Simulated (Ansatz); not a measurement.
```yaml
crystal:
  periodic: [false, false, false]
  atoms:
    - {symbol: B, position_ang: [0.468697, 1.348648, -0.455199]}
    - {symbol: N, position_ang: [0.131500, 0.274297, 0.463112]}
    - {symbol: Ga, position_ang: [-0.544624, -1.483655, 0.003928]}
    - {symbol: F, position_ang: [-0.859081, -2.434329, 1.236323]}
    - {symbol: H, position_ang: [0.487522, 1.136523, -1.647393]}
    - {symbol: H, position_ang: [0.940047, 2.378024, 0.013875]}
    - {symbol: H, position_ang: [0.217314, 0.476112, 1.450271]}
    - {symbol: H, position_ang: [-0.844927, -1.723155, -1.401105]}
basis:
  gaussian: {orbitals: def2-mTZVP}
total_charge: 1
magnetization: {spin_polarized: true, initial_magnetization: 1}
hamiltonian: {xc: {name: CCSD(T)}}
output: {forces: true}
```

```sh
$ ansatz run in.yaml --threads 2 --pin off --events-out ev --progress --plain --max-ram 4352MiB
```

**Question.** How does Ansatz answer? (Estimate.)

**Answer.** Computed: The input was rejected before any iteration.
```
Error: YAML parse error: error: line 16 column 19: hamiltonian.xc: no functional is named "CCSD(T)"; the names, which are not case-sensitive, are SVWN5, SPW92, PBE, PBE0, PBEsol, revPBE, revPBE0, RPBE, rPW86-PBE, HSE06, wPBEh, LC-wPBE, HISS, HF, BLYP, B3LYP, B3LYP5, BHLYP, CAM-B3LYP, r2SCAN, r2SCANh, r2SCAN0, r2SCAN50, m-r2SCAN, B97, wB97, wB97X, wB97X-V, B97M-V, wB97M-V, B2PLYP, B2GP-PLYP, PBE0-DH, PBE-QIDH
14 | total_charge: 1
15 | magnetization: {spin_polarized: true, initial_magnetization: 1}
16 | hamiltonian: {xc: {name: CCSD(T)}}
17 | output: {forces: true}
```

HSE06 is defined as in plane-wave codes.
